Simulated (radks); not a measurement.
The numbers below are computed, except where a source is named.
Valence configurations of Pd III (all share [Kr]). Code: a radial shooting solver on a logarithmic mesh with Libxc functionals. Model: scalar-relativistic Kohn-Sham, PBE, spin-polarised, spherical densities, point nucleus; open shells are filled with parallel spins first (spin-orbit coupling, left out, can overturn this in heavy ions). Energies are relative to 4d8; eigenvalues in eV for spin up.

| valence | E (eV) | moment (Bohr magnetons) | e(4d) | e(5p) | e(5s) |
|---|---|---|---|---|---|
| 4d8 | 0.000 | 2 | -27.992 | - | - |
| 4d7 5s1 | 6.408 | 4 | -32.274 | - | -22.730 |
| 4d7.5 5p0.5 | 6.337 | 3 | -30.723 | -15.521 | - |
| 4d7 5p1 | 13.195 | 4 | -33.452 | -16.639 | - |
| 4d7.5 5s0.5 | 3.087 | 3 | -30.120 | - | -21.667 |
| 4d6 5s2 | 16.019 | 4 | -36.574 | - | -24.138 |
| 4d6 5p2 | 28.514 | 6 | -38.898 | -18.711 | - |
| 4d6 5s1 5p1 | 21.145 | 6 | -37.790 | -18.099 | -25.440 |
| 4d6.5 5s0.5 5p1 | 17.035 | 5 | -35.610 | -17.386 | -24.469 |

NIST lists [Kr] 4d8 as the ground configuration; this level of theory agrees among the configurations tried. The energies are those of spherical high-spin densities, not of single terms.
